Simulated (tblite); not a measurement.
C8H7P.
SMILES with atom numbers: `[CH:1]#[C:2][c:3]1[cH:4][p:5][cH:6][cH:7][c:8]1[CH3:9]` (hydrogens: H10 on C1; H11 on C4; H12 on C6; H13 on C7; H14, H15, H16 on C9)

All values are computed: GFN2-xTB (tblite) harmonic vibrations without scaling, gas phase. The method is semi-empirical: single wavenumbers can be off by several per cent or more.

Harmonic wavenumbers (cm⁻¹): 86.5, 100.0, 125.4, 157.8, 286.1, 311.1, 355.4, 378.0, 440.2, 444.4, 478.5, 601.9, 658.7, 679.5, 682.3, 735.9, 770.4, 829.7, 840.3, 908.9, 931.8, 1017.0, 1029.7, 1114.0, 1184.2, 1223.5, 1273.0, 1334.0, 1401.5, 1410.2, 1469.2, 1473.1, 1499.2, 1547.2, 2251.6, 2999.1, 3015.4, 3032.5, 3038.4, 3041.0, 3047.3, 3392.8.

A = 2450, B = 1171, C = 796.1 MHz; mass 134.029 u (most abundant isotopes); point group Cs, symmetry number 1.

Problem. What is the zero-point energy?

Solution. Half the sum of the wavenumbers: 25798 cm⁻¹ = 308.62 kJ/mol.

Problem. Give the ideal-gas entropy at 400 K and 1 bar in the rigid-rotor, harmonic-oscillator model (classical rotation).

Solution. Translation 176.05, rotation 126.39, vibration 136.37: S = 438.8 J/(mol K).

Problem. And Cp and H(400 K) − H(0)?

Solution. Cp = 185.30 J/(mol K), of which vibrations give 152.05 (their classical limit is 42 R = 349.2); H(400 K) − H(0) = 43.44 kJ/mol without the zero-point energy, 30.13 from vibrations.

Problem. What must be added to the electronic energy to get the Gibbs energy at 400 K and 1 bar?

Solution. ZPE + [H(400 K) − H(0)] − T·S = 308.62 + 43.44 − 175.52 = 176.54 kJ/mol.

Problem. How do the functions run with temperature in this model?

Solution. 
| T (K) | S (J/(mol K)) | Cp (J/(mol K)) | H − H(0) (kJ/mol) | G − H(0) (kJ/mol) | ln q(vib) |
| --- | --- | --- | --- | --- | --- |
| 150 | 310.4 | 88.4 | 8.71 | -37.84 | 1.89 |
| 250 | 365.3 | 129.9 | 19.63 | -71.68 | 3.99 |
| 298.15 | 389.8 | 149.0 | 26.35 | -89.86 | 5.05 |
| 600 | 524.6 | 237.7 | 86.12 | -228.66 | 11.84 |
| 900 | 631.0 | 285.8 | 165.30 | -402.59 | 18.18 |

q(vib) and H(0) count from the zero-point level.

Hindered rotation and anharmonicity are outside this model.
